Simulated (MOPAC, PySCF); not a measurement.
CH4Si, SMILES `C[SiH]` (lower singlet), neutral singlet in the gas phase. This singlet lies 0.99 eV below the relaxed triplet at the level frozen-core CCSD(T)/cc-pVTZ // B3LYP-D3(BJ)/def2-TZVP (Ansatz).

Cartesian coordinates (Å):
SMILES: C[SiH]
```xyz
6

C     -0.5227    -0.0870    -0.0315
Si     1.2571    -0.7185    -0.2526
H     -0.6754     0.8109    -0.6430
H     -1.2824    -0.8236    -0.2923
H     -0.6796     0.2326     1.0060
H      1.9031     0.5855     0.2134
```
Charge 0, spin multiplicity 1.

All levels are single points at this geometry (B3LYP-D3(BJ)/def2-TZVP); Pople sets use spherical d functions. Orbital energies aren't observables, and empty levels follow the basis.

```json
[
 {"level": "B3LYP-D3(BJ)/def2-TZVP in PySCF", "HOMO (eV)": "-6.14", "LUMO (eV)": "-2.74", "gap (eV)": "3.40", "dipole (D)": "1.02", "vertical IE, Delta-SCF (eV)": "–"},
 {"level": "B3LYP/3-21G in PySCF", "HOMO (eV)": "-5.91", "LUMO (eV)": "-2.71", "gap (eV)": "3.20", "dipole (D)": "1.40", "vertical IE, Delta-SCF (eV)": "–"},
 {"level": "B3LYP/LANL2DZ in PySCF", "HOMO (eV)": "-5.96", "LUMO (eV)": "-2.78", "gap (eV)": "3.17", "dipole (D)": "1.26", "vertical IE, Delta-SCF (eV)": "–"},
 {"level": "BP86/6-31G* in PySCF", "HOMO (eV)": "-5.22", "LUMO (eV)": "-3.42", "gap (eV)": "1.80", "dipole (D)": "1.45", "vertical IE, Delta-SCF (eV)": "–"},
 {"level": "M06-2X/6-31G* in PySCF", "HOMO (eV)": "-7.17", "LUMO (eV)": "-1.59", "gap (eV)": "5.59", "dipole (D)": "1.16", "vertical IE, Delta-SCF (eV)": "–"},
 {"level": "HF/3-21G in PySCF", "HOMO (eV)": "-8.56", "LUMO (eV)": "0.71", "gap (eV)": "9.27", "dipole (D)": "1.21", "vertical IE, Delta-SCF (eV)": "–"},
 {"level": "AM1 in MOPAC", "HOMO (eV)": "-7.73", "LUMO (eV)": "-1.08", "gap (eV)": "6.66", "dipole (D)": "1.12", "vertical IE, Delta-SCF (eV)": "–"},
 {"level": "PM3 in MOPAC", "HOMO (eV)": "-7.98", "LUMO (eV)": "-2.10", "gap (eV)": "5.87", "dipole (D)": "1.78", "vertical IE, Delta-SCF (eV)": "–"},
 {"level": "PM6 in MOPAC", "HOMO (eV)": "-7.55", "LUMO (eV)": "-1.54", "gap (eV)": "6.01", "dipole (D)": "1.15", "vertical IE, Delta-SCF (eV)": "–"}
]
```
